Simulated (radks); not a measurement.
The iridium anion Ir- inside a hard spherical wall (all orbitals vanish at R), configuration held at [Xe] 4f14 5d8 6s2 and not refilled when levels cross. All-electron calculation, scalar-relativistic Kohn-Sham, PBEsol, spin-polarised, spherical densities, point nucleus; open shells are filled with parallel spins first (spin-orbit coupling, left out, can overturn this in heavy ions). Program: a radial shooting solver on a logarithmic mesh with Libxc functionals. Eigenvalues in eV for spin up, with the zero of energy where the potential of the charges vanishes at infinity; a dash marks a level that is unbound or too diffuse for the functional's potential to be trusted. A positive occupied level is held by the wall or, in an anion where self-interaction has pushed it up, behind a barrier. The pressure on the wall is -dE/dV.

\begin{tabular}{lrrrrrrrrr}
R (bohr) & E (hartree) & kinetic (hartree) & e(4f) & e(5p) & e(6s) & e(5d) & e(7s, empty) & e(6p, empty) & pressure (GPa) \\ \hline
20 & -17822.6278 & 19818.198 & -53.312 & -46.363 & 0.046 & 0.489 & 2.393 & 2.507 & < 0.0001 \\
15 & -17822.6276 & 19818.198 & -53.281 & -46.332 & 0.070 & 0.519 & 3.238 & 3.130 & 0.000735 \\
12 & -17822.6270 & 19818.202 & -53.207 & -46.256 & 0.131 & 0.592 & 4.335 & 3.627 & 0.00751 \\
10 & -17822.6250 & 19818.215 & -53.051 & -46.097 & 0.261 & 0.744 & 5.815 & 4.136 & 0.0466 \\
6 & -17822.5505 & 19818.593 & -50.836 & -43.908 & 2.197 & 2.748 & 17.691 & 7.880 & 4.94 \\
5 & -17822.4089 & 19819.225 & -48.348 & -41.539 & 4.551 & 4.875 & 28.619 & 11.566 & 22.6 \\
4 & -17821.9095 & 19821.246 & -42.523 & -36.232 & 10.787 & 9.772 & 53.354 & 20.619 & 135 \\
3.5 & -17821.2225 & 19823.857 & -36.833 & -31.283 & 17.876 & 14.640 & 78.231 & 30.471 & 378 \\
\end{tabular}
